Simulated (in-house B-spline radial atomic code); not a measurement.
Values are calculated unless marked as measured or tabulated.
**Stopping and range of 50 keV Te in Ge**

The pair potential comes from two frozen, spherical free-atom densities (PBE, B-spline radial code, scalar-relativistic past argon): electrostatics plus the change in Thomas-Fermi kinetic and Dirac exchange energy where they overlap, the recipe behind the universal ZBL potential, which averages such potentials (from solid-state densities) over many pairs. It is written V = (Z1 Z2 e²/r) φ(r/a), with e² = 14.3996 eV·Å and a = 0.46850 Å/(Z1^0.23 + Z2^0.23); ZBL's fit is φ = 0.18175 e^(−3.1998x) + 0.50986 e^(−0.94229x) + 0.28022 e^(−0.4029x) + 0.02817 e^(−0.20162x). Where φ falls below 4e-4 it is continued as an exponential.

The target is taken as amorphous, with density 5.3234 g/cm³ (NSM archive of the Ioffe Institute); channelling is ignored. Masses: Te 127.6, Ge 72.63 u. Nuclear stopping is S_n = 4π a Z1 Z2 e² M1/(M1 + M2) × s_n(ε), with s_n integrated over impact parameters for each pair. Electronic stopping is Lindhard and Scharff's S_e = Z1^(1/6) 8π e² a0 Z1 Z2/(Z1^(2/3) + Z2^(2/3))^(3/2) × v/v0, with a0 = 0.529177 Å and v = v0 at 24.801 keV/u; it misses the oscillations with Z1 seen in experiment, which reach tens of per cent. Compounds add by atom fraction.

```json
{"target atom": "Ge", "a (Å)": "0.09967", "ε at this energy": "0.07544", "s_n, this pair": "0.3064", "s_n, ZBL potential": "0.3013"}
```

Task: What are the atom density and the stopping powers at entry?

Result: N = 5.3234 × 0.602214/72.63 = 0.04414 atoms/Å³. For Ge: S_n = 19130 × 0.3064 = 5861 eV·Å², S_e = 2.9415 × √50000 = 657.7 eV·Å². Averaged over the target's atoms and times N × 10 Å/nm, the ion loses N S_n = 2590 eV/nm to recoils and N S_e = 290 eV/nm to electrons; the nuclear share is 90 %.

Along the track:

| E (keV) | N S_n (eV/nm) | N S_e (eV/nm) |
| --- | --- | --- |
| 2.5 | 916 | 64.9 |
| 7.5 | 1460 | 112 |
| 15 | 1870 | 159 |
| 25 | 2190 | 205 |
| 37.5 | 2430 | 251 |
| 50 | 2590 | 290 |

Task: Estimate the path length and the projected range.

Result: With continuous slowing down the path is the integral of dE/(N (S_n + S_e)). Trapezoids over the table give 22.4 nm, and the stretch below the first row, with stopping taken as √E, adds 2E/(N S) = 5.1 nm: 27.5 nm in all, against 27.1 nm on a fine grid from 5 eV. Deflections shorten the depth: to first order in the energy passed on, N (S_n + S_e) dR_p/dE = 1 − N S_n (M2/M1) R_p/(2E), summed over the target's atoms, and integrating this on the fine grid gives R_p = 18.6 nm, 0.69 of the path. Lindhard's rule of thumb R/(1 + M2/3M1), with mean M2/M1 = 0.57, gives 22.7 nm. On the ZBL potential the same equation gives 18.8 nm, and the full integral equation, which keeps hard collisions, 19.5 nm.
